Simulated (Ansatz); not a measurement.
Consider the formal exchange of groups at the Sn–S bond: `C[S][SnH2][CH3]` + `C[SiH3]` → `C[SiH2][SnH2][CH3]` + CH₃SH.

Computed with Ansatz on PBE0-D4/def2-TZVP structures; ΔE is electronic, products minus reactants. CBS: MP2 limit from def2 TZ/QZ plus the TZ coupled-cluster correction, frozen cores. This one scheme is used for every species. DFT in def2-TZVPP. B3LYP here is the variant with VWN-RPA as its local correlation; programs differ in this. Elements past krypton have def2 core potentials. For Sn outer-core shells are correlated without core-valence functions, which leaves a few kJ/mol of doubt a bond. Each species was taken in one conformer, which may not be the lowest.

`C[S][SnH2][CH3]`:

```xyz
12

C    -0.237   -2.126    0.379
S     1.087   -1.492   -0.692
Sn    0.222    0.703   -1.136
C     0.129    1.812    0.690
H    -0.312   -1.559    1.307
H    -1.200   -2.127   -0.133
H     0.025   -3.156    0.625
H    -1.348    0.527   -1.800
H     1.293    1.410   -2.261
H     1.123    1.864    1.134
H    -0.550    1.322    1.388
H    -0.233    2.822    0.496
```

`C[SiH3]`:

Z-matrix (Å, degrees):
```
C
Si 1 1.871
H 1 1.092 2 110.8
H 1 1.092 2 110.8 3 -120.0
H 1 1.092 2 110.8 3 120.0
H 2 1.488 1 110.7 3 -179.9
H 2 1.488 1 110.7 3 -59.9
H 2 1.488 1 110.7 3 60.1
```

`C[SiH2][SnH2][CH3]`:

```xyz
14

C    -2.250   -0.333   -0.232
Si   -0.974   -0.544    1.130
Sn    1.177    0.753    0.604
C     2.029    0.103   -1.259
H    -1.861   -0.692   -1.188
H    -3.158   -0.895   -0.002
H    -2.521    0.719   -0.351
H    -0.635   -1.988    1.286
H    -1.532   -0.078    2.431
H     0.852    2.433    0.486
H     2.346    0.548    1.840
H     2.266   -0.959   -1.209
H     1.321    0.271   -2.071
H     2.941    0.662   -1.464
```

CH₃SH:

Z-matrix (Å, degrees):
```
C
S 1 1.806
H 1 1.089 2 111.5
H 1 1.089 2 111.5 3 -123.8
H 1 1.090 2 106.2 3 118.1
H 2 1.342 1 97.1 3 61.9
```

Problem. Is it downhill or uphill in electronic energy at CCSD(T)/CBS, and by how much? (An estimate is asked.)

Solution. Computed: Uphill: ΔE = +37.2 kJ/mol.

Problem. What do these levels give: PBE, B3LYP, MP2/def2-TZVPP, SCS-MP2/def2-TZVPP, CCSD/def2-TZVPP, CCSD/CBS(def2)? (Best estimate.)

Solution. Ansatz gave: PBE 27.9, B3LYP 34.7, MP2/def2-TZVPP 39.5, SCS-MP2/def2-TZVPP 40.5, CCSD/def2-TZVPP 34.0, CCSD/CBS(def2) 36.6 kJ/mol.

Largest T1 diagnostic among the species: 0.012.

In def2-TZVPP, CCSD(T) changes the Hartree–Fock value by −9.9 kJ/mol (the triples alone add +0.6 kJ/mol) and MP2 by −5.0 kJ/mol.
